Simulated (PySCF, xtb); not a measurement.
C₂H₈BNO, SMILES COB(C)N. Atoms are numbered in the order given.

```xyz
13

B      0.0472     0.4799     0.0000
C     -0.6853     1.8814     0.0000
H     -1.3418     1.9677    -0.8826
H     -1.3418     1.9677     0.8826
H      0.0004     2.7436     0.0000
O     -0.7545    -0.6393     0.0000
C     -0.2261    -1.9392     0.0000
H      0.3943    -2.1359    -0.8955
H     -1.0583    -2.6598     0.0000
H      0.3943    -2.1359     0.8955
N      1.4569     0.3744     0.0000
H      1.9698    -0.4979     0.0000
H      2.0532     1.1911     0.0000
```
Charge 0, spin multiplicity 1.

The structure is a stationary point at B3LYP-D3(BJ)/def2-SVP. This is a generated structure with no PubChem entry under its InChIKey; it may be hypothetical. Other conformers were not sampled.

The numbers are results of C-PCM-ωB97X/def2-SVP run with PySCF, not measurements.

The values are the electrostatic part of the solvation free energy, E(continuum) − E(gas) at the gas-phase geometry, in a cavity of scaled van der Waals radii (PySCF's table); cavitation and dispersion terms are not included. In vacuum the orbital gap is 13.66 eV. The dipole moment in vacuum is 2.40 D.

```csv
solvent,ε,ΔG(elec) (kcal/mol),dipole (D),gap (eV)
water,78.36,-4.7,3.06,13.84
n-hexane,1.88,-2.1,2.68,13.76
cyclohexanone,15.62,-4.5,3.02,13.83
```

For comparison, GFN2-xTB/ALPB(water) (xtb, at the GFN2-xTB geometry, all terms of that model) gives -3.1 kcal/mol.
